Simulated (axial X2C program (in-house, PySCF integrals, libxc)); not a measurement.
# O or S: which binds elements of chip processing more strongly?

Computed with an axial X2C code built on PySCF integrals, spin-free (one-electron X2C) or two-component (2c: spin–orbit coupling with atomic mean-field Coulomb and Gaunt terms, which also bring small scalar terms), in Dyall basis sets with cores contracted in-house; open shells are unrestricted.

Level PBE0, spin-free. Dyall triple-zeta sets: BO v3z/av3z; BS v3z/av3z; AlO v3z/av3z; AlS v3z/av3z; PO v3z/av3z; PS v3z/av3z; GeO cv3z/av3z; GeS cv3z/av3z; AsO cv3z/av3z; AsS cv3z/av3z; InO cv3z/av3z; InS cv3z/av3z; SnO cv3z/av3z; SnS cv3z/av3z; SbO cv3z/av3z; SbS cv3z/av3z; HfO cv3z/av3z; HfS cv3z/av3z.

Diatomic bonds are a first guide to the radicals met in plasma etching, cleaning and deposition, though surfaces and higher halides or oxides behave in their own way.

```json
{"element M": "B", "state of MO": "M_S = 1/2, Λ = 0", "Re MO (Å)": "1.200", "D0 MO (eV)": "8.33", "state of MS": "M_S = 1/2, Λ = 0", "Re MS (Å)": "1.610", "D0 MS (eV)": "5.85"}
{"element M": "Al", "state of MO": "M_S = 1/2, Λ = 0", "Re MO (Å)": "1.629", "D0 MO (eV)": "4.90", "state of MS": "M_S = 1/2, Λ = 0", "Re MS (Å)": "2.039", "D0 MS (eV)": "4.10"}
{"element M": "P", "state of MO": "M_S = 1/2, Λ = 1", "Re MO (Å)": "1.483", "D0 MO (eV)": "5.73", "state of MS": "M_S = 1/2, Λ = 1", "Re MS (Å)": "1.901", "D0 MS (eV)": "4.30"}
{"element M": "Ge", "state of MO": "M_S = 0, Λ = 0", "Re MO (Å)": "1.616", "D0 MO (eV)": "6.53", "state of MS": "M_S = 0, Λ = 0", "Re MS (Å)": "2.011", "D0 MS (eV)": "5.55"}
{"element M": "As", "state of MO": "M_S = 1/2, Λ = 1", "Re MO (Å)": "1.612", "D0 MO (eV)": "4.64", "state of MS": "M_S = 1/2, Λ = 1", "Re MS (Å)": "2.012", "D0 MS (eV)": "3.83"}
{"element M": "In", "state of MO": "M_S = 1/2, Λ = 0", "Re MO (Å)": "1.922", "D0 MO (eV)": "3.44", "state of MS": "M_S = 1/2, Λ = 0", "Re MS (Å)": "2.275", "D0 MS (eV)": "3.22"}
{"element M": "Sn", "state of MO": "M_S = 0, Λ = 0", "Re MO (Å)": "1.818", "D0 MO (eV)": "5.32", "state of MS": "M_S = 0, Λ = 0", "Re MS (Å)": "2.207", "D0 MS (eV)": "4.92"}
{"element M": "Sb", "state of MO": "M_S = 1/2, Λ = 1", "Re MO (Å)": "1.805", "D0 MO (eV)": "3.88", "state of MS": "M_S = 1/2, Λ = 1", "Re MS (Å)": "2.208", "D0 MS (eV)": "3.44"}
{"element M": "Hf", "state of MO": "M_S = 0, Λ = 0", "Re MO (Å)": "1.712", "D0 MO (eV)": "8.37", "state of MS": "M_S = 0, Λ = 0", "Re MS (Å)": "2.151", "D0 MS (eV)": "6.12"}
```

(1) Work out the energy at 0 K of MO + S → MS + O for each element.

(2) For which element is the exchange to S most and for which least favourable, and what is the energy of InO + BS → InS + BO?

Each entry is the lowest single determinant of a limited PBE0 search at one distance. D0 = De minus the zero-point energy; De goes to single-determinant-based atoms at the same level (for ions the charge split of lowest energy) and is withheld (n/a) where an atom does not fit its ground term or J level. Main or longest-lived isotopes. One determinant is a doubtful description, or other states lie close, for PS, AsO, AsS, InO, InS, SbO, SbS; these need not be ground states, and all values refer to the states named. The functionals have no current term, which raises determinants with orbital currents. These D0 were not checked against measured values; triple-zeta sets, frozen cores and single determinants leave errors of some tenths of an eV, more for transition metals.

## Answers

(1) ΔE = D0(MO) − D0(MS) at PBE0, spin-free: B 2.48, Al 0.80, P 1.43, Ge 0.98, As 0.81, In 0.22, Sn 0.40, Sb 0.44, Hf 2.25 eV (negative: the exchange gives off energy).

(2) In most (0.22 eV), B least (2.48 eV). The atoms cancel in the double exchange: ΔE = 0.22 − (2.48) = -2.26 eV, a figure less sensitive to errors in the atoms than D0 itself.
